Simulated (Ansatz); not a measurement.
Ideal-gas functions of `[F][SnH2][SH]` at 600 K and 1 bar, from an Ansatz frequency run at PBE0-D4/def2-TZVP.

Molar mass 172.8 g/mol, point group C1 (symmetry number 1), electronic degeneracy 1, moments of inertia 55.817, 183.416, 227.288 u Å². Harmonic wavenumbers (cm⁻¹, unscaled): 136, 161, 370, 389, 525, 605, 646, 671, 730, 1974, 1995, 2714.

Use S(trans) = R[1.5 ln M + 2.5 ln T − 1.1517]; rotational temperatures θ = 24.2544 K / I; S(rot) = R[ln(√π/σ · √(T³/θAθBθC)) + 1.5]; for each mode x = 1.438777 ν̃/T, S = R[x/(eˣ − 1) − ln(1 − e⁻ˣ)] and H = RT x/(eˣ − 1); 1 cm⁻¹ = 0.0119627 kJ/mol; R = 8.31446 J/(mol·K).

Problem. By hand: the entropy, in J/(mol·K).

Solution. Translation 187.6. Rotation: θ = 0.4345, 0.1322, 0.1067 K, giving 118.2. Vibration, mode by mode: 17.67, 16.28, 9.58, 9.19, 6.93, 5.91, 5.46, 5.20, 4.65, 0.42, 0.41, 0.09, in all 81.8. Electronic 0.0. Sum 387.6 J/(mol·K).

Problem. By hand: H − E and G − E in kJ/mol, counted from the electronic energy.

Solution. Zero-point energy ½ × 10916 × 0.0119627 = 65.3; thermal vibration 25.5; translation, rotation and pV give 4 RT = 20.0. H − E = 110.8 kJ/mol, and G − E = 110.8 − 600 × 387.6/1000 = -121.8 kJ/mol.

Vibration gives 21 % of the entropy, 17.7 J/(mol·K) of it from the mode under 150 cm⁻¹: soft modes count most, and the harmonic formula is weakest for them. The sum counts one conformer and one mirror image; others add a mixing term.
